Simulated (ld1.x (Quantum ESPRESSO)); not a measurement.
# tellurium: one change to a TM potential, before and after

- Element: tellurium (Te)
- Generator: ld1.x (Quantum ESPRESSO) 7.5
- Type: norm-conserving Troullier–Martins (Kleinman–Bylander form)
- Functional: PBE
- Relativity: scalar-relativistic
- Frozen core: [Kr]
- Valence charge: 16
- Reference configuration: 4d10 5s2 5p4
- Partial waves: 5s (bound): rc 1.85 bohr; 4d (bound): rc 1.30 bohr; 5p (bound): rc 2.15 bohr
- Local potential: the p channel
- Core correction: Bessel-smoothed model core inside 1.15 bohr

All-electron outer shells of the reference configuration (PBE, scalar-relativistic, ld1.x):

| shell | level (eV) | outermost node (bohr) | outermost maximum (bohr) |
| --- | --- | --- | --- |
| 4s | -164.39 | 0.38 | 0.70 |
| 4p | -114.41 | 0.38 | 0.74 |
| 4d | -41.65 | 0.36 | 0.81 |
| 5s | -15.11 | 0.91 | 1.80 |
| 5p | -5.95 | 1.00 | 2.17 |

Change: wave 5p (bound): rc 2.15 bohr becomes 5p (bound): rc 2.24 bohr.

Cutoffs: the cutoffs (Ry, on a coarse ladder) from which the occupation-weighted sum of valence levels, in a spherical-Bessel basis at the reference potential, stays within 10 and 1 mRy of its value at 400 Ry; they do not see the model core or the augmentation charge, which bear on the density cutoff. Errors are all-electron minus pseudo energies relative to the spin-unpolarised reference configuration.

How do hardness, ghosts and transferability respond?

The potential gets neither clearly harder nor softer (110 Ry and 180 Ry → 110 Ry and 180 Ry); of the 7 tests that both files solve, the error grows in 1 and shrinks in 0 by more than 15 % and 0.3 meV (median size 3.2 → 3.6 meV); neither file shows a bound ghost.

| quantity | base | changed |
| --- | --- | --- |
| cutoff, loose | 110 Ry | 110 Ry |
| cutoff, tight | 180 Ry | 180 Ry |
| bound ghosts | none | none |
| error for 4d10 5s2 5p3, meV [ΔE 9.73 eV] | -0.3 | -0.2 |
| error for 4d10 5s2 5p2, meV [ΔE 27.65 eV] | +3.2 | +3.6 |
| error for 4d10 5s2 5p1, meV [ΔE 54.55 eV] | +11 | +12 |
| error for 4d10 5s2 5p0, meV [ΔE 91.03 eV] | +17 | +19 |
| error for 4d10 5s1 5p4, meV [ΔE 19.57 eV] | +0.2 | +0.6 |
| error for 4d9 5s2 5p4, meV [ΔE 49.25 eV] | -437 | -430 |
| error for 4d10 5s2 5p3.5, meV [ΔE 3.90 eV] | -0.5 | -0.5 |
